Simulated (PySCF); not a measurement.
Isomers C4H9FOSi2:

A. SMILES [Si@@H]1(C)C[C@](F)(C=O)[SiH2]1
B. `C(=C\C[SiH2]C=O)(/F)[SiH3]`
C. `O=C/C=C(\F)[SiH2]C[SiH3]`
D. `F[C@@H]([SiH2]C)C#C[SiH2]O`
E. `F[Si@H]1C=C([SiH3])OCC1`

Spectrum 1. ¹H NMR (400 MHz, computed): δ 12.39 (t, 1H), 6.27 (m, 1H), 4.31 (m, 2H), 4.25 (m, 3H), 1.80 (m, 2H). ¹³C{¹H} NMR (computed): δ 245.6 (CH), 167.4 (C), 128.1 (CH), 10.8 (CH2).

Spectrum 2. ¹H NMR (400 MHz, computed): δ 5.57 (m, 1H), 5.03 (m, 1H), 4.80 (m, 1H), 4.19 (m, 1H), 4.08 (s, 3H), 0.92 (m, 1H), 0.90 (m, 1H). ¹³C{¹H} NMR (computed): δ 185.7 (C), 110.7 (CH), 67.5 (CH2), 16.2 (CH2).

Spectrum 3. ¹H NMR (400 MHz, computed): δ 10.47 (m, 1H), 5.79 (m, 1H), 4.46 (m, 2H), 4.06 (t, 3H), 0.24 (m, 2H). ¹³C{¹H} NMR (computed): δ 196.5 (C), 190.2 (CH), 130.6 (CH), -11.3 (CH2).

Spectrum 4. ¹H NMR (400 MHz, computed): δ 10.46 (m, 1H), 5.04 (m, 1H), 4.83 (m, 1H), 4.44 (m, 1H), 2.22 (m, 1H), 2.21 (m, 1H), 0.84 (d, 3H). ¹³C{¹H} NMR (computed): δ 211.9 (CH), 106.5 (C), 26.5 (CH2), -4.2 (CH3).

Spectrum 5. ¹H NMR (400 MHz, computed): δ 5.51 (m, 1H), 5.29 (d, 1H), 4.95 (d, 1H), 4.40 (m, 1H), 4.23 (m, 1H), 1.21 (br s, 1H), 0.20 (m, 3H). ¹³C{¹H} NMR (computed): δ 110.4 (C), 102.5 (C), 80.5 (CH), -8.6 (CH3).

No relativistic terms, in vacuum, one computed conformer, equivalent nuclei averaged. GIAO PBE0/pcSseg-1 shieldings; structure optimised with GFN2-xTB; PySCF.

Chemical shifts δ = σref − σ; ¹H (31.72 ppm) and ¹³C (186.93 ppm) vs TMS, all at this level. Splittings of carbon signals by F and P are missing where no couplings were computed. Where no couplings were computed, multiplicities follow the n + 1 count of equivalent neighbours, and m marks all less simple cases (inequivalent or close neighbours, rings, F or P nearby). Shifts are as computed. Against solution values, carbons near 30 ppm lie about +3 ppm off and those near 130 ppm about +5 ppm. Of 1309 compounds with measured shifts, 239 miss one by over three times the rms of a fit or turn the order of signals round; such compounds aren't used in these exercises. OH and NH positions are gas-phase values without hydrogen bonding to other molecules.

Match each spectrum to its structure.

## Answers

1–B, 2–E, 3–C, 4–A, 5–D.

- Spectrum 1 (B): 4 ¹³C signals; δC 128.1 is an alkene CH; δC 10.8 is an allylic sp3 CH2 bonded to Si.
- Spectrum 2 (E): 4 ¹³C signals; δC 185.7 is an alkene carbon bearing oxygen; δC 110.7 is a β carbon of an enol-ether or enamine type C=C.
- Spectrum 3 (C): 4 ¹³C signals; δC 196.5 is a β carbon of a C=C–C=O unit; δC 190.2 is an aldehyde carbonyl carbon.
- Spectrum 4 (A): 4 ¹³C signals; δC 211.9 is an aldehyde carbonyl carbon; δC 106.5 is a fully substituted sp3 carbon bonded to F and Si, α to a carbonyl.
- Spectrum 5 (D): 4 ¹³C signals; δC 102.5 is an alkyne carbon; δC 80.5 is a propargylic sp3 CH bonded to F and Si.
